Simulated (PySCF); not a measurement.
All values below come from PySCF 2.14.0 with CAM-B3LYP-D3(BJ)/def2-TZVP // CAM-B3LYP-D3(BJ)/def2-SVP. All species are isolated molecules in the gas phase. One relaxed conformer stands for a flexible species; it need not be the lowest. Excitations are Tamm–Dancoff values on a coarser integration grid. The basis has no diffuse functions, so Rydberg states are missing or too high.

Reference species (SMILES): `C[CH2][In]([CH2]C)[O]C` (neutral, multiplicity 1).

```
Quantity                   Value
----------------------  --------
S1 oscillator strength     0.001
LUMO                    -0.10 eV
T1 excitation (TDA)      4.52 eV
```

After one change: the S1 oscillator strength is nearly the same; the LUMO falls by 0.04 eV; the T1 excitation (TDA) falls by 0.45 eV.

What was changed between the two runs? The new species is one of these.
A. `C[CH2][In]([O]C)[O]C`
B. `C[CH2][In]([CH2]C)[CH2]C`
C. `C[O][In]([O]C)[O]C`

B, `C[CH2][In]([CH2]C)[CH2]C`
